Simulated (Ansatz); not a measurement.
Gas-phase reaction R1 + R2 → P1 + P2, each structure at its B3LYP-D3(BJ)/def2-TZVP stationary point, reached from a drawn start (curvature not checked).
R1: SiH4 (SMILES [SiH4]), charge 0, multiplicity 1.
P1, Si2H6 (SMILES [SiH3][SiH3]) (charge 0, multiplicity 1, Z-matrix in Å and degrees):
```
Si
H 1 1.4832
H 1 1.4832 2 108.64
H 1 1.4832 2 108.64 3 118.01
Si 1 2.3445 2 110.29 3 -121.00
H 5 1.4832 1 110.29 2 180.00
H 5 1.4832 6 108.64 1 -121.00
H 5 1.4832 6 108.64 7 -118.01
```
R2, H3ISi (SMILES [SiH3]I) (charge 0, multiplicity 1):
```xyz
5

Si    -0.213     0.008    -0.002
I      2.244    -0.087     0.025
H     -0.621     1.395    -0.302
H     -0.709    -0.402     1.325
H     -0.702    -0.913    -1.046
```
P2, HI (SMILES I) (charge 0, multiplicity 1, Z-matrix in Å and degrees):
```
I
H 1 1.6155
```

P less R. No zero-point or thermal terms; no spin–orbit coupling.

Cores are frozen in the correlated methods. In cc and def2 sets filled d and f shells under p-block atoms count as core.

The values were computed with Ansatz (Gaussian orbitals). No computed number here is a measurement. Elements past Kr take the def2 small-core potentials, without spin–orbit coupling.

Total energies in hartree:

| structure | PBE/def2-TZVPP | PBE0/def2-TZVPP | CCSD(T)/def2-QZVPP |
|---|---|---|---|
| R1 | -291.721617 | -291.756590 | -291.452879 |
| P1 | -582.273639 | -582.339207 | -581.724295 |
| R2 | -588.869601 | -588.929001 | -587.741077 |
| P2 | -298.291491 | -298.318202 | -297.439427 |

Q: Work out the reaction energy at each level in kcal/mol (1 hartree = 627.50947 kcal/mol), and say how far PBE/def2-TZVPP lies from CCSD(T)/def2-QZVPP.

A: 
- PBE/def2-TZVPP: (-582.273639) + (-298.291491) − (-291.721617) − (-588.869601) = 0.026088 hartree = 16.37 kcal/mol
- PBE0/def2-TZVPP: (-582.339207) + (-298.318202) − (-291.756590) − (-588.929001) = 0.028182 hartree = 17.68 kcal/mol
- CCSD(T)/def2-QZVPP: (-581.724295) + (-297.439427) − (-291.452879) − (-587.741077) = 0.030234 hartree = 18.97 kcal/mol
PBE/def2-TZVPP less CCSD(T)/def2-QZVPP: -2.60 kcal/mol. CCSD(T)/def2-QZVPP is the level counted from, the highest shown, and no exact or measured value.

Ansatz is an electronic-structure program.
